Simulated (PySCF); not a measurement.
Cartesian coordinates in Å; atom numbers follow the order of the lines, from 1:
```xyz
24

C    -2.6488   -0.2097    1.2547
O    -1.4844    0.4198    0.7928
C    -1.3577    0.4860   -0.6181
C    -0.8984   -0.8466   -1.2302
C     0.4464   -1.2962   -0.6672
P     1.7716   -0.1072   -1.2093
Si    3.3844   -0.6123    0.2552
C     1.0067    1.3615   -0.3614
C    -0.3819    1.6239   -0.9360
H    -3.5484    0.2690    0.8461
H    -2.6745   -1.2759    1.0015
H    -2.6446   -0.1024    2.3384
H    -2.3405    0.7420   -1.0520
H    -0.8269   -0.7183   -2.3128
H    -1.6544   -1.6125   -1.0351
H     0.6978   -2.2913   -1.0427
H     0.3919   -1.3353    0.4240
H     3.9231   -1.9184   -0.1255
H     2.9459   -0.6767    1.6538
H     4.4169    0.4166    0.1333
H     0.9225    1.1855    0.7134
H     1.6496    2.2293   -0.5282
H    -0.3251    1.7428   -2.0206
H    -0.7827    2.5458   -0.5074
```

Computed data (PySCF 2.14): coordinates at the GFN2-xTB level, σ from GIAO-PBE0/pcSseg-1. One conformer, equivalent nuclei averaged, gas phase, relativity neglected.

Problem. Predict the 2D correlation tables (HSQC, COSY, HMBC).

Solution. 

HSQC (one-bond C–H):
```csv
δH,δC
3.54 (H10/H11/H12),58.3 (C1)
3.31 (H13),78.8 (C3)
2.39 (H15/H24),33.3 (C4/C9)
2.20 (H17/H21),18.8 (C5/C8)
1.42 (H14/H23),33.3 (C4/C9)
1.30 (H16/H22),18.8 (C5/C8)
```

COSY cross peaks (H two or three bonds apart, from the bond graph; peaks can be absent where the dihedral angle is near 90°):
```csv
δH,δH
3.31 (H13),2.39 (H15/H24)
3.31 (H13),1.42 (H14/H23)
2.39 (H15/H24),2.20 (H17/H21)
2.39 (H15/H24),1.42 (H14/H23)
2.39 (H15/H24),1.30 (H16/H22)
2.20 (H17/H21),1.42 (H14/H23)
2.20 (H17/H21),1.30 (H16/H22)
1.42 (H14/H23),1.30 (H16/H22)
```

HMBC (two and three bonds, from the bond graph):
```csv
δH,δC
3.83 (H18/H19/H20),18.8 (C5/C8)
3.54 (H10/H11/H12),78.8 (C3)
3.31 (H13),"58.3 (C1), 33.3 (C4/C9), 18.8 (C5/C8)"
2.39 (H15/H24),"78.8 (C3), 33.3 (C4/C9), 18.8 (C5/C8)"
2.20 (H17/H21),"78.8 (C3), 33.3 (C4/C9), 18.8 (C5/C8)"
1.42 (H14/H23),"78.8 (C3), 33.3 (C4/C9), 18.8 (C5/C8)"
1.30 (H16/H22),"78.8 (C3), 33.3 (C4/C9), 18.8 (C5/C8)"
```

References, each an isolated molecule treated in the same way: 1H, 13C vs TMS.

Short H···H contacts in this conformer between protons four or more bonds apart (candidates for NOE cross peaks, intensity ∝ r⁻⁶): H10···H13 2.30 Å, H11···H15 2.30 Å.

Shifts are as computed. Against solution values, carbons near 30 ppm lie about +3 ppm off and those near 130 ppm about +5 ppm. Of 1211 compounds with measured shifts, 218 miss one by over three times the rms of a fit or turn the order of signals round; such compounds aren't used in these exercises.
